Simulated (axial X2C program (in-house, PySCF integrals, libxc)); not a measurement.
Nuclear properties of NGeN²⁺

Computed with an axial X2C code built on PySCF integrals: two-component X2C with atomic mean-field Coulomb and Gaunt terms, Gaussian nuclei, basis N dyall-av3z, Ge dyall-v3z with contracted cores.

N–Ge–N held linear, with bonds 1.964 and 1.964 Å (near the PBE0 minimum at charge 2 of the determinant lowest at the starting distance; the state shown can have its own minimum elsewhere, held linear; other orders of the atoms were not compared).

Determinant lowest in the PBE0 search, Ω = 2 (⟨Sz⟩ = 2.00, ⟨Lz⟩ = 0.00 at PBE0), spin on the atoms N 0.95, Ge 0.10, N 0.95:

```tsv
level	A∥/gI N (MHz)	qzz N (a.u.)	A∥/gI Ge (MHz)	qzz Ge (a.u.)
PBE0	-61.8	0.34	-160	-5.56
HF	-37.2	0.68	-294	-7.20
TPSSh	-56	0.28	-91.7	-5.22
```

Determinant 1.08 eV from it at PBE0 and this distance, Ω = 3 (⟨Sz⟩ = 3.00, ⟨Lz⟩ = 0.00 at PBE0), spin on the atoms N 1.36, Ge 0.27, N 1.36:

```
level  A∥/gI N (MHz)  qzz N (a.u.)  A∥/gI Ge (MHz)  qzz Ge (a.u.)
 PBE0           37.3         -0.09             240          -2.54
   HF           59.3         -0.02             107          -2.24
TPSSh           44.4         -0.12             263          -2.53
```

A∥ (defined per Ω) follows by multiplying with gI = μI/(I μN); qzz is the electric field gradient, eQq0 = 234.96 MHz × Q/barn × qzz. The operators were transformed with the bare-nucleus X2C matrices; with these basis sets, hyperfine constants and field gradients can be off by tens of per cent, and where levels differ in sign neither size nor sign is settled.

Task: With gI(14N) = 0.4038, Q(73Ge) = -0.196 barn (g factors from the IAEA table of nuclear moments by Stone; Q from Pyykkö, Mol. Phys. 2018), turn the PBE0 values of the first state into constants in MHz.

Result: A∥(14N) = -61.8 × 0.4038 = -25 MHz; eQq0(73Ge) = 234.96 × (-0.196) × (-5.56) = 256 MHz.

The molecule was held linear; bending was not examined, so a bent shape may lie lower.

Each state is one determinant with collinear spin, which with several unpaired electrons need not be a pure state. Unrestricted Hartree–Fock can overshoot spin polarisation at the nuclei. This is the top spin component of a Σ state; components of lower Ω are not single determinants and can lie lower. With several open shells hyperfine constants can be off by a factor of several. Open-shell Ω = 0 determinants with evenly filled partner blocks cannot be reached by this program, so the Ω shown need not be the lowest component. At HF a later determinant lies lower. The search compared states at one distance, so a state with another bond length can lie lower. Where a field gradient or hyperfine factor spreads by more than a factor of two over the levels, a constant derived from it is not to be relied on. PBE0 term energies can be off by some tenths of an eV.
